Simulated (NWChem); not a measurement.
Species: C2H4F2OSi; SMILES [SiH2]1COC1(F)F

```xyz
10

F      0.1967    -1.4446    -1.0756
C      0.0246    -0.6539     0.0000
F      0.1967    -1.4446     1.0756
O     -1.2474    -0.1189     0.0000
C     -1.0569     1.3116     0.0000
Si     0.8392     1.1007     0.0000
H     -1.5141     1.7618    -0.8954
H     -1.5141     1.7618     0.8954
H      1.5786     1.4998    -1.2297
H      1.5786     1.4998     1.2297
```
Atoms are numbered in this order, from 1.

All runs: NWChem. Pople sets run with spherical d functions. Coordinates come from a PBE0/def2-SVP optimisation. Vzz is the largest principal value of the second derivative of the potential at the nucleus (NWChem prints the opposite sign); η is the asymmetry. Non-relativistic.

| level | Vzz O4 (a.u.) | η O4 |
|---|---|---|
| CAM-B3LYP/def2-SVP | 1.736 | 0.91 |
| PBE0/cc-pVTZ | 1.751 | 0.94 |
| PBE0/6-31G* | (withheld) | 0.96 |

Question: Complete the blanks.

Answer: 
- PBE0/6-31G*, Vzz O4 (a.u.): 1.670
